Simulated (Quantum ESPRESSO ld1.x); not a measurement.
Input file for ld1.x (Quantum ESPRESSO 7.5):

```
 &input
    atom='Zr',
    iswitch=1,
    rel=2,
    dft='REVPBE',
    config='[Ar] 3d10 4s1 4p6 4d1 5s1',
    rel_dist='energy',
    verbosity='high',
    lsmall=.true.,
    prefix='ld1',
    max_out_wfc=37,
    file_charge='ld1.rho',
 /
```

Command: `OMP_NUM_THREADS=1 ld1.x < ld1.in > ld1.out`

Output:

```
     Program LD1 v.7.5 starts

     --------------------------- All-electron run ----------------------------

     dirac relativistic calculation

     atomic number is 40.00
     dft =REVPBE   lsd =0 sic =0 latt =0  beta=0.20 tr2=1.0E-14
     Exchange-correlation= REVPBE
                           (   1   4   4   4   0   0   0)
     mesh =2037 r(mesh) =  99.39686 a.u. xmin = -8.00 dx = 0.00800
     1 Ry =  13.60569312 eV, c = 137.03599908

     n l j   nl                  e(Ry)          e(Ha)          e(eV)
     Spin orbit split results
     1 0 0.5 1S 1( 2.00)   -1312.386441057    -656.193220528 -17855.9271758
     2 0 0.5 2S 1( 2.00)    -184.176922696     -92.088461348  -2505.8546905
     2 1 0.5 2P 1( 2.00)    -168.805623469     -84.402811734  -2296.7175103
     2 1 1.5 2P 1( 4.00)    -162.495294137     -81.247647068  -2210.8611060
     3 0 0.5 3S 1( 2.00)     -32.455630077     -16.227815039   -441.5813429
     3 1 0.5 3P 1( 2.00)     -26.734662216     -13.367331108   -363.7436099
     3 1 1.5 3P 1( 4.00)     -25.728665531     -12.864332765   -350.0563277
     3 2 1.5 3D 1( 4.00)     -15.653593204      -7.826796602   -212.9779854
     3 2 2.5 3D 1( 6.00)     -15.469532848      -7.734766424   -210.4737167
     4 0 0.5 4S 1( 1.00)      -6.478664358      -3.239332179    -88.1467191
     4 1 0.5 4P 1( 2.00)      -4.891891717      -2.445945859    -66.5575775
     4 1 1.5 4P 1( 4.00)      -4.748704062      -2.374352031    -64.6094102
     4 2 1.5 4D 1( 1.00)      -2.415111299      -1.207555649    -32.8592632
     4 2 2.5 4D 1( 0.00)      -2.398892490      -1.199446245    -32.6385950
     5 0 0.5 5S 1( 1.00)      -1.944514720      -0.972257360    -26.4564706
     Averaged results
     1 0     1S 1( 2.00)   -1312.386441057    -656.193220528 -17855.9271758
     2 0     2S 1( 2.00)    -184.176922696     -92.088461348  -2505.8546905
     2 1     2P 1( 6.00)    -164.598737247     -82.299368624  -2239.4799074
     3 0     3S 1( 2.00)     -32.455630077     -16.227815039   -441.5813429
     3 1     3P 1( 6.00)     -26.063997759     -13.031998880   -354.6187551
     3 2     3D 1(10.00)     -15.543156990      -7.771578495   -211.4754242
     4 0     4S 1( 1.00)      -6.478664358      -3.239332179    -88.1467191
     4 1     4P 1( 6.00)      -4.796433281      -2.398216640    -65.2587993
     4 2     4D 1( 1.00)      -2.405380013      -1.202690007    -32.7268623
     5 0     5S 1( 1.00)      -1.944514720      -0.972257360    -26.4564706

     final scf error:  1.3E-15 reached in  24 iterations

     Etot =   -7190.812002 Ry,   -3595.406001 Ha,  -97835.981402 eV

     Ekin =    7431.331462 Ry,    3715.665731 Ha,  101108.415364 eV
     Encl =  -17257.682908 Ry,   -8628.841454 Ha, -234802.737660 eV
     Eh   =    2861.781814 Ry,    1430.890907 Ha,   38936.525141 eV
     Exc  =    -226.242369 Ry,    -113.121185 Ha,   -3078.184247 eV

     normalization and overlap integrals

     s(1S/1S) =  1.000000  <r> =   0.0371  <r2> =    0.0019  r(max) =   0.0242
     LC norm =  0.97878167 + SC norm =  0.02121833 =  1.00000000
     s(1S/2S) =  0.000000
     s(1S/3S) = -0.000000
     s(1S/4S) =  0.000000
     s(1S/5S) =  0.000000
     s(2S/2S) =  1.000000  <r> =   0.1623  <r2> =    0.0311  r(max) =   0.1374
     LC norm =  0.99569107 + SC norm =  0.00430893 =  1.00000000
     s(2S/3S) =  0.000000
     s(2S/4S) =  0.000000
     s(2S/5S) =  0.000000
     s(2P/2P) =  1.000000  <r> =   0.1387  <r2> =    0.0236  r(max) =   0.1072
     LC norm =  0.99569090 + SC norm =  0.00430910 =  1.00000000
     s(2P/3P) =  0.000000
     s(2P/4P) =  0.000000
     s(2P/2P) =  1.000000  <r> =   0.1430  <r2> =    0.0250  r(max) =   0.1107
     LC norm =  0.99581993 + SC norm =  0.00418007 =  1.00000000
     s(2P/3P) =  0.000000
     s(2P/4P) = -0.000000
     s(3S/3S) =  1.000000  <r> =   0.4579  <r2> =    0.2405  r(max) =   0.4078
     LC norm =  0.99887971 + SC norm =  0.00112029 =  1.00000000
     s(3S/4S) =  0.000000
     s(3S/5S) =  0.000000
     s(3P/3P) =  1.000000  <r> =   0.4545  <r2> =    0.2409  r(max) =   0.3950
     LC norm =  0.99893312 + SC norm =  0.00106688 =  1.00000000
     s(3P/4P) =  0.000000
     s(3P/3P) =  1.000000  <r> =   0.4649  <r2> =    0.2519  r(max) =   0.4046
     LC norm =  0.99896766 + SC norm =  0.00103234 =  1.00000000
     s(3P/4P) =  0.000000
     s(3D/3D) =  1.000000  <r> =   0.4495  <r2> =    0.2443  r(max) =   0.3448
     LC norm =  0.99908159 + SC norm =  0.00091841 =  1.00000000
     s(3D/4D) = -0.000000
     s(3D/3D) =  1.000000  <r> =   0.4530  <r2> =    0.2479  r(max) =   0.3475
     LC norm =  0.99909158 + SC norm =  0.00090842 =  1.00000000
     s(3D/4D) = -0.000000
     s(4S/4S) =  1.000000  <r> =   1.1846  <r2> =    1.5851  r(max) =   1.0652
     LC norm =  0.99975205 + SC norm =  0.00024795 =  1.00000000
     s(4S/5S) =  0.000000
     s(4P/4P) =  1.000000  <r> =   1.2924  <r2> =    1.9019  r(max) =   1.1447
     LC norm =  0.99979008 + SC norm =  0.00020992 =  1.00000000
     s(4P/4P) =  1.000000  <r> =   1.3182  <r2> =    1.9781  r(max) =   1.1631
     LC norm =  0.99979674 + SC norm =  0.00020326 =  1.00000000
     s(4D/4D) =  1.000000  <r> =   1.7134  <r2> =    3.4201  r(max) =   1.4207
     LC norm =  0.99987545 + SC norm =  0.00012455 =  1.00000000
     s(4D/4D) =  1.000000  <r> =   1.7235  <r2> =    3.4602  r(max) =   1.4321
     LC norm =  0.99987666 + SC norm =  0.00012334 =  1.00000000
     s(5S/5S) =  1.000000  <r> =   2.8136  <r2> =    8.8522  r(max) =   2.6094
     LC norm =  0.99994092 + SC norm =  0.00005908 =  1.00000000

     LC charge = 36.90431464 + SC charge =  0.09568536 = 37.00000000

     ------------------------ End of All-electron run ------------------------
```

Run on one thread of a shared host, so times are rough (Intel(R) Xeon(R) Processor @ 2.60GHz): 0.72 s of CPU time, 0.75 s wall, 24 iterations on 2037 mesh points.
